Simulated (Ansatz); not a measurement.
Gas-phase electronic energies from Ansatz, PBE0-D4/def2-TZVP geometries. CCSD(T)/CBS adds triple-zeta CCSD(T) − MP2 to the extrapolated MP2 energy (def2 sets, frozen cores). This one scheme is used for every species. Functionals use def2-TZVPP. One conformer a species, not always the lowest.

Reaction (formal hydrolysis of the Si–Cl bond): `O[Si]1(Cl)CO1` + H₂O → `O[Si]1(O)CO1` + HCl

Task: Is it downhill or uphill in electronic energy at CCSD(T)/CBS, and by how much? (Estimate.)

Result: The calculation gave: Downhill: ΔE = -2.4 kcal/mol.

Task: What do these levels give: ωB97M-V, CAM-B3LYP, CCSD(T)/def2-SVP, MP2/def2-TZVPP, CCSD/def2-TZVPP, HF/CBS(def2)? (Best estimate.)

Result: The calculation gave: ωB97M-V -2.7, CAM-B3LYP -4.5, CCSD(T)/def2-SVP -2.9, MP2/def2-TZVPP -2.5, CCSD/def2-TZVPP -4.0, HF/CBS(def2) -5.4 kcal/mol.

Largest T1 diagnostic among the species: 0.012.

Leaving LDA and LC-ωPBE aside and taking each functional with its dispersion term where it has one, the values, not all of them listed here, spread over 3.6 kcal/mol, from CAM-B3LYP-D4 to revPBE-D4. LDA lies −1.5 kcal/mol from PBE without D4. The D4 term adds +0.7 kcal/mol with B3LYP and +0.4 kcal/mol with PBE0; it sums over pairs of atoms, weighted by their polarisabilities, and B3LYP, whose exchange is more repulsive, gets the larger term. From BLYP to BHLYP (50 % exact exchange), in def2-TZVPP and without D4, ΔE moves by −1.2 kcal/mol.

B3LYP here is the variant with VWN-RPA as its local correlation; programs differ in this.
